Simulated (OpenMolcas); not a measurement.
## Kr²⁺: RASPT2 settings compared

- Program: OpenMolcas
- Basis: ANO-RCC [9s8p6d4f2g]
- Scalar Hamiltonian: DKH2, point nucleus
- Active space: 4 electrons in 9 orbitals (RAS2 4p; RAS3 4d 5s, at most 1 electron)
- State averaging: 2S+1 = 3 even, 3 roots; 2S+1 = 1 even, 6 roots; 2S+1 = 5 odd, 6 roots; 2S+1 = 3 odd, 54 roots; 2S+1 = 1 odd, 48 roots
- Spin-orbit coupling: state interaction with AMFI integrals over the reference wave functions, term energies averaged over their components

Methods on the same reference wave functions:
A. RASSCF
B. SS-RASPT2, IPEA 0 Eh, imaginary shift 0.1 Eh (closed shells correlated: 3s 3p 3d 4s)
C. MS-RASPT2, IPEA 0 Eh, imaginary shift 0.1 Eh (closed shells correlated: 3s 3p 3d 4s)

Energies in cm⁻¹ above 4s² 4p⁴ ³P₂, the measured ground level; measured values from Saloman, J. Phys. Chem. Ref. Data 36, 215 (2007).

```
                 Level       A       B       C  Measured
           4s² 4p⁴ ³P₂     0.0     0.0     0.0       0.0
           4s² 4p⁴ ³P₁    4111    4170    4170      4548
           4s² 4p⁴ ³P₀    5131    5160    5160      5313
           4s² 4p⁴ ¹D₂   17085   14970   14970     14644
           4s² 4p⁴ ¹S₀   39022   37810   37810     33080
       4s² 4p³ 4d ⁵D°₀  130524  129890  129890    138447
       4s² 4p³ 4d ⁵D°₁  130568  129910  129920    138471
       4s² 4p³ 4d ⁵D°₂  130639  129930  129950    138481
       4s² 4p³ 4d ⁵D°₃  130731  129970  130000    138493
       4s² 4p³ 4d ⁵D°₄  130885  130170  130180    138649
       4s² 4p³ 5s ⁵S°₂  139172  137110  137300    145719
    4s² 4p³ 4d ³D°₂(1)  144689  138950  138880          
    4s² 4p³ 4d ³D°₃(1)  145258  139580  139560          
    4s² 4p³ 4d ³D°₁(1)  145605  139920  139830          
       4s² 4p³ 5s ³S°₁  147015  142760  142880    151580
    4s² 4p³ 4d ³F°₂(1)  151221  145380  145390    153563
    4s² 4p³ 4d ³F°₃(1)  152279  146440  146450    154700
    4s² 4p³ 4d ³F°₄(1)  153565  147740  147720    156082
       4s² 4p³ 4d ¹S°₀  156281  145290  145270    154400
       4s² 4p³ 4d ³G°₃  158380  152050  152060    159996
       4s² 4p³ 4d ³G°₄  158736  152480  152450    160415
       4s² 4p³ 4d ³G°₅  159250  153010  153010    161109
4s² 4p³ 5s ³D°₁ [57 %]  161564  154410  155590    163269
       4s² 4p³ 5s ³D°₃  163219  157070  157050    165053
```

Deviations, from unrounded energies. A percentage is the sum of absolute deviations over the sum of measured energies, with the sign that they share, or ± where signs differ.

| Against measurement | Levels | A | B | C |
| --- | --- | --- | --- | --- |
| mean absolute deviation (cm-1) | 20 | 3900 | 7000 | 6900 |
| fine structure of the ground term (%) | 2 | -6.3 | -5.4 | -5.4 |
| other terms of the ground configuration (%) | 2 | +17.6 | +10.6 | +10.6 |
| other configurations (%) | 16 | ±2.8 | -5.6 | -5.5 |

A lies closest to measurement on these levels and B furthest from it. The largest miss of A in the table is 4s² 4p³ 4d ⁵D°₀, by -7900 cm-1. The ranking rests on the paired levels alone, and a cruder setting can come out closer through cancelling errors.

Between B and C the level of the table that moves most is 4s² 4p³ 5s ³D°₁ [57 %], by 1200 cm-1 (lowest in B, highest in C). Moves below CASPT2's spread within the term are not significant.

The mean deviations of B to C differ by less than CASPT2's widest spread within a term (420 cm-1), so their order carries little weight.

From A to B the spin-free energies of the other terms of 4s² 4p⁴ shown, above ³P, scale by factors of 0.84 to 0.96.

The lowest spin-free term lies below A's lowest term by 0.516 hartree in B, 0.516 hartree in C.

Term energies are means over components that CASPT2 splits; among the terms shown or strongly mixed into the levels shown the widest spread is 420 cm-1 (4s² 4p³ 4d ³F°(1), C). Over all roots computed the reference weight is 0.83 to 0.95 in B, 0.83 to 0.95 in C; the roots of lowest weight are the least certain, and an intruder state may touch them. ANO sets are built for valence states and can reach diffuse excited orbitals poorly, and with the s shell closed the s pⁿ⁺¹ terms that mix with these levels are absent. With the s shell closed, the reference lacks s² → p² mixing. Measured partners are found by configuration, term and J. A level has none where our copy of the source lacks it or the pairing is in doubt (some pairs that miss far off the trend of their configuration count as doubtful), and it then counts in no deviation. Levels of configurations outside the active space are missing. Levels that lie high or do not pair safely by name in every column are left out.

A share in square brackets marks a mixed level and gives the weight of the term that names it, the lowest over the columns. A number in round brackets counts repeated terms of one configuration in the order of the reference energies. ° marks odd parity.
